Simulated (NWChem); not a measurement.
System: cyclopentasilane (Si5H10); SMILES [SiH2]1[SiH2][SiH2][SiH2][SiH2]1

```xyz
15

Si     1.7214     0.9241    -0.3445
Si    -0.3423     1.9472     0.1939
Si    -1.9783     0.2362     0.0172
Si    -0.7944    -1.8054    -0.2263
Si     1.4429    -1.3135     0.3588
H      1.9130     0.9487    -1.8246
H      2.8908     1.6047     0.2816
H     -0.6487     3.1138    -0.6827
H     -0.2962     2.4378     1.6025
H     -2.8732     0.4678    -1.1532
H     -2.8330     0.2097     1.2393
H     -0.8428    -2.2314    -1.6558
H     -1.3801    -2.9034     0.5951
H      1.5920    -1.3810     1.8425
H      2.4278    -2.2552    -0.2460
```
Atoms are numbered in this order, from 1.

Structure relaxed at the B3LYP/6-31G* (spherical d) level.

Q: Give the principal values of the shielding tensors (ppm) of Si1, Si2, Si3, Si4, Si5 from B3LYP/6-31G* (spherical d), GIAO (NWChem), with their diamagnetic and paramagnetic parts as GIAO splits them.

A: 
```csv
atom,σ11,σ22,σ33,isotropic,diamagnetic,paramagnetic
Si1,465.8,492.1,492.8,483.6,882.0,-398.5
Si2,471.7,489.2,497.1,486.0,881.9,-396.0
Si3,479.0,485.5,500.7,488.4,882.0,-393.6
Si4,470.1,489.8,496.0,485.3,881.9,-396.6
Si5,465.6,492.1,492.8,483.5,882.0,-398.5
```
